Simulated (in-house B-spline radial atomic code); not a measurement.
**Ionising Mo V (Mo4+) with different functionals**

Computed with an all-electron radial atomic-structure program (B-spline basis): scalar-relativistic (spin-free X2C) Hamiltonian, Fermi nucleus of rms radius 4.4091 fm, spin-polarised at highest spin, spherical fractional occupations for the functionals, the average over the highest-spin determinants for Hartree-Fock. The ionisation energy is the difference of two self-consistent energies, [Kr] 4d2 → [Kr] 4d1, without Breit or QED terms; ε is the level of the shell that loses the electron (its least bound occupied spin orbital). There is no spin-orbit coupling in this Hamiltonian.

Hybrids are left out here: with spherical fractional occupations of an open shell their exact exchange keeps a self-interaction that integer-occupation calculations don't have.

```json
{"method": "Hartree-Fock", "rung": "Hartree-Fock", "ΔSCF (eV)": "52.90", "-ε(4d) (eV)": "53.49"}
{"method": "LDA VWN5", "rung": "LDA", "ΔSCF (eV)": "54.25", "-ε(4d) (eV)": "47.23"}
{"method": "LDA PW92", "rung": "LDA", "ΔSCF (eV)": "54.24", "-ε(4d) (eV)": "47.22"}
{"method": "LDA exchange-only", "rung": "LDA", "ΔSCF (eV)": "52.80", "-ε(4d) (eV)": "45.85"}
{"method": "PBE", "rung": "GGA", "ΔSCF (eV)": "54.15", "-ε(4d) (eV)": "47.14"}
{"method": "PBEsol", "rung": "GGA", "ΔSCF (eV)": "54.11", "-ε(4d) (eV)": "47.10"}
{"method": "BLYP", "rung": "GGA", "ΔSCF (eV)": "53.97", "-ε(4d) (eV)": "46.93"}
{"method": "RPBE", "rung": "GGA", "ΔSCF (eV)": "54.11", "-ε(4d) (eV)": "47.10"}
{"method": "PW91", "rung": "GGA", "ΔSCF (eV)": "54.22", "-ε(4d) (eV)": "47.20"}
{"method": "BP86", "rung": "GGA", "ΔSCF (eV)": "54.17", "-ε(4d) (eV)": "47.16"}
{"method": "AM05", "rung": "GGA", "ΔSCF (eV)": "54.09", "-ε(4d) (eV)": "47.07"}
{"method": "OLYP", "rung": "GGA", "ΔSCF (eV)": "54.34", "-ε(4d) (eV)": "47.28"}
{"method": "TPSS", "rung": "meta-GGA", "ΔSCF (eV)": "53.99", "-ε(4d) (eV)": "47.00"}
{"method": "SCAN", "rung": "meta-GGA", "ΔSCF (eV)": "53.91", "-ε(4d) (eV)": "47.02"}
{"method": "r2SCAN", "rung": "meta-GGA", "ΔSCF (eV)": "53.94", "-ε(4d) (eV)": "47.05"}
{"method": "revTPSS", "rung": "meta-GGA", "ΔSCF (eV)": "53.93", "-ε(4d) (eV)": "46.94"}
```

Question: How do they compare with the NIST value?

Answer: NIST lists 54.42 eV ± 0.019 (semi-empirical, ground level to ground level). Errors run from -1.62 to -0.08 eV; OLYP is closest (-0.08 eV), but part of that can be cancellation, since the calculations leave out spin-orbit coupling, Breit-QED terms, multiplet and fine-structure energies. Hartree-Fock also lacks correlation.
